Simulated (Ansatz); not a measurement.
CH3Al, SMILES `[CH][AlH2]` (lower triplet) (charge 0, multiplicity 3). This triplet lies 0.80 eV below the relaxed singlet at the level composite: frozen-core CCSD(T) with HF/cc-pVQZ and the correlation energy extrapolated as X^-3 from cc-pVTZ and cc-pVQZ, plus CCSDT(Q) minus CCSD(T) in cc-pVDZ // PBE0-D3(BJ)/def2-TZVP (Ansatz, a quantum-chemistry and plane-wave program).

Cartesian coordinates (Å):
```xyz
5

C      1.2207    -0.1093    -0.0392
Al    -0.6598     0.0596     0.0218
H      2.2976    -0.2076    -0.0761
H     -1.3029     1.5015     0.1454
H     -1.5557    -1.2442    -0.0520
```
Charge 0, spin multiplicity 3.

Frozen-core energies in 6-31g from Ansatz at a geometry from PBE0-D3(BJ)/def2-TZVP; the HF reference has <S^2> = 2.02 and the T1 diagnostic is 0.016.

```json
[
 {"level": "HF", "energy (Ha)": "-281.38172"},
 {"level": "MP2", "energy (Ha)": "-281.46483"},
 {"level": "CCSD", "energy (Ha)": "-281.49116"}
]
```

Question: Estimate the energies of CCSD(T), CCSDT, CCSDT(Q) and CCSDTQ, and give each level's difference from CCSDTQ.

Answer: 
```json
[
 {"level": "MP2", "energy (Ha)": "-281.46483", "difference from CCSDTQ (mHa)": "28.79"},
 {"level": "CCSD", "energy (Ha)": "-281.49116", "difference from CCSDTQ (mHa)": "2.46"},
 {"level": "CCSD(T)", "energy (Ha)": "-281.49286", "difference from CCSDTQ (mHa)": "0.76"},
 {"level": "CCSDT", "energy (Ha)": "-281.49348", "difference from CCSDTQ (mHa)": "0.14"},
 {"level": "CCSDT(Q)", "energy (Ha)": "-281.49360", "difference from CCSDTQ (mHa)": "0.02"},
 {"level": "CCSDTQ", "energy (Ha)": "-281.49362", "difference from CCSDTQ (mHa)": "0.00"}
]
```
